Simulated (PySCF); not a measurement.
Computed IR spectrum (relative IR intensity) of a molecule C3H7ClSi. Geometry: ωB97X-D3(BJ)/def2-SVP. Other conformers were not sampled. All values below come from ωB97X-D3(BJ)/def2-SVP run with PySCF. Frequencies are harmonic and unscaled.

Lines under 2 % of the strongest are left out, and lines within 2 cm⁻¹ are merged.

```
ν (cm⁻¹)  relative intensity
--------  ------------------
337                      3.4
497                      5.1
658                      4.4
737                       23
806                      5.7
835                      8.8
850                       41
894                       12
923                      100
964                       46
997                       14
1191                     7.5
1286                     9.4
1314                     3.4
1444                     3.1
1696                      66
2240                      57
2242                      43
```

Task: Pick the molecule that these values belong to.
A) C/C([SiH3])=C/Cl
B) C[SiH2]/C=C/Cl
C) C=C[Si@H](C)Cl
D) C=C(C)[SiH2]Cl

Result: B, C[SiH2]/C=C/Cl
